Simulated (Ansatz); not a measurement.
`N=C(Cl)[SiH2]O` at its PBE0-D4/def2-TZVP geometry, where that method's forces vanish. Total charge 0; spin multiplicity 1.

```json
{"atom": "N1", "x (Å)": "-0.420", "y (Å)": "-1.489", "z (Å)": "0.564"}
{"atom": "C2", "x (Å)": "-0.729", "y (Å)": "-0.284", "z (Å)": "0.425"}
{"atom": "Cl3", "x (Å)": "-2.247", "y (Å)": "0.415", "z (Å)": "0.999"}
{"atom": "Si4", "x (Å)": "0.468", "y (Å)": "0.901", "z (Å)": "-0.446"}
{"atom": "O5", "x (Å)": "1.761", "y (Å)": "-0.008", "z (Å)": "-0.859"}
{"atom": "H6", "x (Å)": "-1.118", "y (Å)": "-2.060", "z (Å)": "1.042"}
{"atom": "H7", "x (Å)": "0.825", "y (Å)": "1.984", "z (Å)": "0.501"}
{"atom": "H8", "x (Å)": "-0.217", "y (Å)": "1.472", "z (Å)": "-1.630"}
{"atom": "H9", "x (Å)": "1.676", "y (Å)": "-0.931", "z (Å)": "-0.595"}
```

Problem. For each bond, give half the difference of the two atoms' forces along it (eV/Å; positive pushes the atoms apart) under PBE-D4, r2SCAN-D4, B3LYP-D4, ωB97M-V in def2-TZVPP. (Best estimate.)

Solution. The calculation gave: 
```tsv
bond	length (Å)	PBE-D4	r2SCAN-D4	B3LYP-D4	ωB97M-V
N1–C2	1.252	0.63	0.22	0.05	0.05
N1–H6	1.020	0.16	-0.04	-0.07	-0.05
C2–Cl3	1.768	0.17	0.26	0.34	0.10
C2–Si4	1.896	-0.27	-0.16	-0.06	0.01
Si4–O5	1.635	0.36	0.05	0.15	0.15
Si4–H7	1.482	0.03	-0.02	-0.12	-0.17
Si4–H8	1.482	0.03	-0.02	-0.12	-0.17
O5–H9	0.964	0.35	0.00	-0.02	-0.06
```

B3LYP here is the variant with VWN-RPA as its local correlation; programs differ in this.

Results of the Gaussian-basis code of Ansatz.
